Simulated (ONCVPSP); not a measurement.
## Cu (Z = 29) ONCV: all-electron and pseudo phase curves

* Element: copper (Cu)
* Generator: ONCVPSP 4.0.1
* Type: optimised norm-conserving Vanderbilt (ONCV)
* Functional: PBE
* Relativity: scalar-relativistic
* Frozen core: [Ne]
* Valence charge: 19
* Reference configuration: 3s2 3p6 3d9 4s2
* Partial waves: 3s+4s: rc 0.95 bohr, ncon 4, nbas 8, qcut 9.7 1/bohr, 3 projectors, debl 1.2 Ha; 3p: rc 0.65 bohr, ncon 4, nbas 7, qcut 15.2 1/bohr, 2 projectors, debl 3.2 Ha; 3d: rc 1.35 bohr, ncon 4, nbas 8, qcut 10 1/bohr, 3 projectors, debl 2.9 Ha
* Local potential: polynomial inside 0.50 bohr (lpopt 2, dvloc0 0 Ha)
* Core correction: Teter function, fcfact 4.4, rcfact 1.1

The phase is arctan(r·R′/R) of the radial function R(r), unwrapped; energies in Ha, scanned from -6 to 5 Ha. A pole is an energy at which the radial function vanishes at the test radius. The pseudo phase is shifted by a multiple of π to meet the all-electron one at the reference energy, and phase errors are pseudo minus all-electron; the curves can meet again beyond the range given. Levels narrower than the energy grid can be missing from the lists of poles.

| channel | radius (bohr) | reference energy (Ha) | poles, all-electron | poles, pseudo | unbroken range about the reference energy with phases within 0.05 rad | phase error 1 Ha above the reference energy (rad) |
| --- | --- | --- | --- | --- | --- | --- |
| s | 0.96 | -0.21 | -1.74 | -1.74 | the whole range | +0.000 |
| p | 0.66 | -2.84 | none | none | the whole range | +0.000 |
| d | 1.37 | -0.35 | 0.31 | 0.31 | the whole range | +0.000 |

Note: ghosts flagged at negative energy: s at -20948.5 eV; GHOST(+) flags only above 600 eV. A true bound ghost makes a file unfit for plane-wave use.

Phases in the d channel:

| E (Ha) | all-electron | pseudo |
| --- | --- | --- |
| -5.96 | 1.305 | 1.306 |
| -5.68 | 1.297 | 1.297 |
| -5.40 | 1.288 | 1.288 |
| -5.12 | 1.278 | 1.278 |
| -4.84 | 1.267 | 1.267 |
| -4.56 | 1.254 | 1.254 |
| -4.28 | 1.240 | 1.240 |
| -4.00 | 1.224 | 1.224 |
| -3.72 | 1.206 | 1.206 |
| -3.44 | 1.184 | 1.184 |
| -3.16 | 1.158 | 1.158 |
| -2.88 | 1.126 | 1.126 |
| -2.60 | 1.085 | 1.085 |
| -2.32 | 1.033 | 1.033 |
| -2.04 | 0.961 | 0.961 |
| -1.76 | 0.854 | 0.855 |
| -1.48 | 0.684 | 0.685 |
| -1.20 | 0.386 | 0.386 |
| -0.92 | -0.131 | -0.131 |
| -0.64 | -0.737 | -0.737 |
| -0.36 | -1.147 | -1.147 |
| -0.08 | -1.381 | -1.381 |
| 0.20 | -1.526 | -1.526 |
| 0.48 | -1.630 | -1.630 |
| 0.76 | -1.714 | -1.714 |
| 1.04 | -1.789 | -1.789 |
| 1.32 | -1.864 | -1.864 |
| 1.60 | -1.944 | -1.944 |
| 1.88 | -2.038 | -2.038 |
| 2.16 | -2.154 | -2.154 |
| 2.44 | -2.307 | -2.307 |
| 2.72 | -2.515 | -2.515 |
| 3.00 | -2.798 | -2.797 |
| 3.28 | -3.143 | -3.143 |
| 3.56 | -3.491 | -3.491 |
| 3.84 | -3.776 | -3.776 |
| 4.12 | -3.984 | -3.984 |
| 4.40 | -4.133 | -4.133 |
| 4.68 | -4.241 | -4.241 |
| 4.96 | -4.322 | -4.322 |
